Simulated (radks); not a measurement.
Initial-state core-level shifts of the tin ion Sn+ when its valence configuration changes from [Kr] 4d10 5s2 5p1. All-electron calculation, Dirac Kohn-Sham, PBE, spin-unpolarised, spherical densities, finite nucleus; open shells fill j = l - 1/2 first; Fermi nuclear charge, rms radius 4.6519 fm. Program: a radial shooting solver on a logarithmic mesh with Libxc functionals. Shifts are changes of the shell-averaged eigenvalues in eV (positive: less bound); the change of the density at the nucleus, which sets a Mossbauer isomer shift, is in e/bohr^3, on a base of 1.911e+05.

valence	2p	3s	3p	3d	density at nucleus
4d10 5s1.5 5p1.5	-0.687	-0.698	-0.698	-0.697	-19.61
4d10 5s1 5p2	-1.358	-1.381	-1.380	-1.378	-39.82
4d8 5s2 5p3	-17.051	-16.498	-16.500	-16.630	+39.55
4d10 5p3	-2.895	-2.942	-2.940	-2.935	-82.54
4d9 5s2 5p2	-8.267	-8.031	-8.032	-8.090	+19.31
4d9 5s1 5p3	-9.773	-9.558	-9.558	-9.614	-26.36
4d8 5s1 5p4	-18.474	-17.942	-17.943	-18.072	-11.73
4d8 5s1.5 5p3.5	-17.769	-17.226	-17.227	-17.357	+14.21
4d8 5p5	-19.851	-19.341	-19.341	-19.469	-65.31
